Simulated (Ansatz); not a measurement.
Basis-set extrapolation for C$_{8}$H$_{10}$, SMILES `CCc1ccccc1` (PBE0-D4/def2-TZVP geometry, frozen core, the Gaussian-basis code of Ansatz). Multiplicity 1, RHF reference.

|  | def2-TZVPP | def2-QZVPP |
| --- | --- | --- |
| HF | -308.885531 | -308.898819 |
| MP2 correlation | -1.298658 | -1.379900 |
| CCSD(T) correlation | -1.408729 | not run |

Energies in hartree. Use E(X) = E(∞) + A·exp(−7.88·√X) for Hartree–Fock and E(X) = E(∞) + B·X^(−2.97) for correlation, with X = 3 and 4, and add CCSD(T) minus MP2 of the smaller set to the MP2 limit.

**Question.** What is the CCSD(T) energy at the basis-set limit?

**Answer.** HF limit: -308.898819 + (-0.013288) × 0.13774 = -308.90065. MP2 limit: -1.379900 + (-0.081242) × 0.74074 = -1.44008. Higher-order term: -1.408729 − (-1.298658) = -0.11007. Total: -310.45080 hartree, 98.2 kcal/mol below CCSD(T)/def2-TZVPP.
